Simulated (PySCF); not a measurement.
# Relaxation of singlet SeCl₅⁺

Method: B3LYP in PySCF with Se def2-SVP, Cl def2-SVP; no relativity; density-fitted integrals. A (50,194) grid was used.

A hand-made trigonal bipyramidal start, of D3h symmetry, held to at least that symmetry:

```xyz
6
charge 1 multiplicity 1, angstrom
Se    0.0000    0.0000    0.0000
Cl    0.0000    0.0000    2.1070
Cl    0.0000    0.0000   -2.1070
Cl    2.1070    0.0000    0.0000
Cl   -1.0535    1.8247    0.0000
Cl   -1.0535   -1.8247    0.0000
```

Optimiser trace:
```csv
step,E − E(last) (kJ/mol),largest gradient (Eh/bohr)
0,44.30,0.04699
1,6.99,0.01606
2,0.44,0.00395
3,0.01,0.00058
4,0.00,0.00009
```

It ends at D3h with Se–Cl 2.187 Å (×3), Se–Cl 2.241 Å (×2); Cl–Se–Cl 90.0° (×6), Cl–Se–Cl 120.0° (×3), Cl–Se–Cl 180.0° (after a last refinement on a finer grid). The frequency run here used a shortcut that can spoil soft modes, so no verdict on minimum or saddle point is given. Other isomers or separated fragments may lie lower.

Final geometry:
```xyz
6
charge 1 multiplicity 1, angstrom
Se    0.0000    0.0000    0.0000
Cl    0.0000    0.0000    2.2405
Cl    0.0000    0.0000   -2.2405
Cl    2.1865    0.0000    0.0000
Cl   -1.0933    1.8936    0.0000
Cl   -1.0933   -1.8936    0.0000
```
